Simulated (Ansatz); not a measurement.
System: ethenylboronic acid, C2H5BO2, net charge 0, singlet state. SMILES: C(=C)B(O)O
Structure (B3LYP-D3(BJ)/def2-TZVP (Ansatz, a first-principles code) minimum search):
```
C
C 1 1.3320
H 2 1.0840 1 122.68
H 1 1.0868 2 117.79 3 0.00
H 2 1.0871 3 114.96 1 180.00
B 1 1.5615 4 117.18 2 -180.00
O 6 1.3651 1 117.81 4 0.00
H 7 0.9641 6 112.53 1 180.00
O 6 1.3720 7 117.76 8 0.00
H 9 0.9609 6 114.41 7 180.00
```
Charge 0, spin multiplicity 1.

PBE beside other levels, property by property. Valence correlation only, unless marked. UHF or UKS for open shells. No spin-orbit coupling. No relativistic terms. CBS marks a two-point X^-3 extrapolation of the correlation energy; Hartree-Fock from the larger set. [CCSD(T)-MP2]/basis is that difference in the basis named. Atomisation energies are electronic, to ground-state atoms; the column to compare with has the core term from cc-pwCVTZ added, other frozen-core levels have none. Vertical energies are electronic, to the SCF solution reached for that spin. The coupled-cluster column (Ansatz) is a level with limits of its own: (a) RI-MP2/CBS(aug-cc-pVTZ,aug-cc-pVQZ)+[CCSD(T)-MP2]/aug-cc-pVTZ; (b) CCSD(T)/CBS(aug-cc-pVTZ,aug-cc-pVQZ).

```csv
property,SVWN5/def2-TZVPD (Ansatz),r2SCAN-D4/def2-TZVPD (Ansatz + dftd4),B3LYP-D3(BJ)/def2-TZVPD (Ansatz + dftd3),coupled cluster
atomisation energy (kcal/mol),1193.2,1041.4,1037.4,1042.1 (b)
vertical triplet-singlet gap (eV),4.40,3.84,4.11,4.31 (a)
vertical ionisation energy to the doublet (eV),10.61,10.29,10.42,10.75 (a)
```

Task: What does PBE/def2-TZVPD (Ansatz) give for each property, and on which side of coupled cluster does it fall?

Result: 
- atomisation energy: PBE lies 17.2 kcal/mol above coupled cluster; PBE gives 1059.3 kcal/mol.
- vertical triplet-singlet gap: PBE lies 0.19 eV below coupled cluster; PBE gives 4.12 eV.
- vertical ionisation energy to the doublet: PBE lies 0.44 eV below coupled cluster; PBE gives 10.31 eV.
